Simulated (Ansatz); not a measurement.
Geometry optimisation, Ansatz, RKS revPBE-D4/STO-3G.

input.yaml

```yaml
crystal:
  periodic: [false, false, false]
  atoms:
    - { symbol: Si, position_ang: [0.0, 0.0, 0.0] }
    - { symbol: O, position_ang: [0.0, 0.0, 1.68] }
    - { symbol: Si, position_ang: [-1.3147, -0.4067, 2.6436] }
    - { symbol: H, position_ang: [-2.239, -1.2403, 1.8804] }
    - { symbol: H, position_ang: [-0.8506, -1.1432, 3.8157] }
    - { symbol: H, position_ang: [-1.9987, 0.8095, 3.0733] }
    - { symbol: O, position_ang: [1.5842, 0.0, -0.5594] }
    - { symbol: Si, position_ang: [2.4906, -1.3762, -0.8866] }
    - { symbol: H, position_ang: [1.6598, -2.3521, -1.5857] }
    - { symbol: H, position_ang: [3.6318, -1.0202, -1.7249] }
    - { symbol: H, position_ang: [2.9691, -1.9538, 0.366] }
    - { symbol: O, position_ang: [-0.7913, 1.3709, -0.5594] }
    - { symbol: Si, position_ang: [-2.4002, 1.4263, -1.0396] }
    - { symbol: H, position_ang: [-3.2124, 0.6421, -0.1138] }
    - { symbol: H, position_ang: [-2.862, 2.8114, -1.0378] }
    - { symbol: H, position_ang: [-2.5267, 0.8736, -2.385] }
    - { symbol: O, position_ang: [-0.7913, -1.3709, -0.5594] }
    - { symbol: Si, position_ang: [-1.673, -2.4329, 0.3983] }
    - { symbol: H, position_ang: [-1.2634, -2.287, 1.792] }
    - { symbol: H, position_ang: [-3.0964, -2.1323, 0.2761] }
    - { symbol: H, position_ang: [-1.4264, -3.8036, -0.0398] }
basis:
  gaussian: { orbitals: STO-3G }
hamiltonian:
  xc: revpbe
  dispersion: d4
relax:
  f_tol: 0.02
  max_steps: 40
output:
  orbitals: {}
```

Run as:

```bash
$ ansatz run input.yaml --threads 1 --pin off --max-ram 2048MiB --backend cpu --events-out ev --progress --plain --runs-dir out
```

Where does it end, and by what steps?

The forces met the threshold. The force dipped under the threshold on the way, but the program's further checks kept it going. Limits of this set-up: minimal basis. After 25 steps the energy has fallen by 2.634 eV; H19 moved furthest, 1.97 Å.

| step | energy less start (eV) | largest force component (eV/Å) | accepted |
| --- | --- | --- | --- |
| 0 | 0.0000 | 3.118 | yes |
| 1 | -1.3025 | 1.172 | yes |
| 2 | -1.9821 | 0.722 | yes |
| 3 | -2.2658 | 0.498 | yes |
| 4 | -2.3861 | 0.283 | yes |
| 5 | -2.4524 | 0.431 | yes |
| 6 | -2.5069 | 0.174 | yes |
| 7 | -2.5316 | 0.079 | yes |
| 8 | -2.5308 | 0.304 | no |
| 9 | -2.5389 | 0.034 | yes |
| 10 | -2.5450 | 0.066 | yes |
| 11 | -2.5518 | 0.129 | yes |
| 12 | -2.5538 | 0.335 | yes |
| 13 | -2.5676 | 0.167 | yes |
| 14 | -2.5950 | 0.088 | yes |
| 15 | -2.6118 | 0.226 | yes |
| 16 | -2.6186 | 0.239 | yes |
| 17 | -2.6292 | 0.067 | yes |
| 18 | -2.6303 | 0.102 | yes |
| 19 | -2.6321 | 0.014 | yes |
| 20 | -2.6328 | 0.023 | yes |
| 21 | -2.6332 | 0.046 | yes |
| 22 | -2.6336 | 0.036 | yes |
| 23 | -2.6339 | 0.011 | yes |
| 24 | -2.6342 | 0.013 | yes |
| 25 | -2.6345 | 0.017 | yes |

```xyz
21
Properties=species:S:1:pos:R:3
Si -0.296 -0.269 -0.021
O -0.304 -0.918 1.562
Si -0.955 0.131 2.767
H -2.381 0.398 2.563
H -0.793 -0.586 4.027
H -0.253 1.412 2.855
O 1.278 0.100 -0.547
Si 2.401 -1.203 -0.412
H 1.967 -2.397 -1.143
H 3.646 -0.714 -0.991
H 2.640 -1.593 0.980
O -1.148 1.205 -0.069
Si -2.579 1.162 -1.032
H -3.546 0.165 -0.566
H -3.171 2.487 -0.882
H -2.313 0.921 -2.451
O -1.034 -1.429 -1.036
Si -1.664 -2.799 -0.195
H -0.629 -3.600 0.460
H -2.684 -2.449 0.797
H -2.292 -3.611 -1.232
```

Run time: 4.1 min on 1 thread of Arm Neoverse V2, on a shared host, peak memory 0.16 GiB.
